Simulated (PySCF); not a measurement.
Species: Ta(NEt)F3, C2H5F3NTa (singlet state).
Bonds: Ta1–N2, Ta1–F10, Ta1–F11, Ta1–F12, N2–C3, C3–C4. Hydrogens: H5, H6 on C3; H7, H8, H9 on C4.

Theory: PySCF 2.14.0, PBE0-D3(BJ)/def2-SVP geometry optimisation, gas phase, def2 core potentials past Kr.

**Question.** How far are the bound atoms from Ta1?

**Answer.** 4 atoms: N2 1.752 Å, F11 1.887 Å, F12 1.888 Å, F10 1.888 Å. The nearest atom not counted as bound is C3, at 3.17 Å.

**Question.** List the angles at Ta1.

**Answer.** 
| angle | degrees | distance of the outer atoms (Å) |
| --- | --- | --- |
| F10–Ta1–F12 | 113.2 | 3.15 |
| F10–Ta1–F11 | 112.3 | 3.13 |
| F11–Ta1–F12 | 111.6 | 3.12 |
| N2–Ta1–F11 | 106.5 | 2.92 |
| N2–Ta1–F10 | 106.5 | 2.92 |
| N2–Ta1–F12 | 106.3 | 2.91 |

**Question.** What is the shape at Ta1?

**Answer.** Distorted tetrahedral: angles from 106.3° to 113.2°; τ4 = (360° − α − β)/141° = 0.95 with α and β the two widest (0 for a square, 1 for a tetrahedron).

**Question.** What are the other bond lengths?

**Answer.** N2–C3 1.423 Å; C3–C4 1.522 Å; C3–H5, C3–H6 1.105 Å; C4–H7, C4–H8, C4–H9 1.100 Å.

**Question.** Give some angles away from the centre.

**Answer.** Ta1–N2–C3 177.3°, N2–C3–C4 112.1°.

**Question.** What are the rotational constants (commonest isotopes, rigid rotor)?

**Answer.** A = 2479, B = 1012, C = 987.8 MHz: a near-prolate asymmetric top.

Point group: Cs (tolerance 0.08 Å). Charge 0, singlet. Whether it is a minimum is left open (no frequencies).
